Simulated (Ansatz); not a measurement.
CH5AlClFSi, relaxed with RKS PBE-D4/def2-SVP in Ansatz from a rough embedded geometry. The force threshold is 0.03 eV/Å; the program also tests the step.

Charge 0, multiplicity 1. The bonds changed during the relaxation, so this is another structure than the one it started from.

Start:

```xyz
10

F    -2.327    0.044   -1.659
Si   -1.110   -0.631   -0.682
C     0.037    0.726   -0.220
Al    1.539    0.064    1.003
Cl   -0.853    2.002    0.701
H    -0.357   -1.683   -1.397
H    -1.691   -1.195    0.553
H     0.509    1.205   -1.082
H     2.515   -1.123    0.369
H     1.738    0.590    2.415
```

(1) By how much does the energy fall, and how many steps does the optimiser take? (Estimate.)

(2) Which bonds change most? (Best estimate.)

(3) Give the relaxed structure. (Estimate.)

Results:

(1) Ansatz gave: 47.65 kJ/mol, in 27 steps, 4 of them rejected.

(2) The calculation gave: Al4–Cl5 from 3.093 to 2.467 Å; C3–Cl5 from 1.808 to 1.896 Å; Al4–H10 from 1.520 to 1.594 Å; Al4–H9 from 1.663 to 1.593 Å.

(3) The calculation gave: 
```xyz
10

F    -2.484    0.073   -1.488
Si   -1.303   -0.637   -0.594
C     0.251    0.392   -0.495
Al    1.561    0.169    0.996
Cl   -0.037    1.980    0.499
H    -0.917   -1.920   -1.277
H    -1.846   -0.866    0.783
H     0.667    0.722   -1.467
H     3.039    0.713    0.755
H     1.069   -0.626    2.287
```
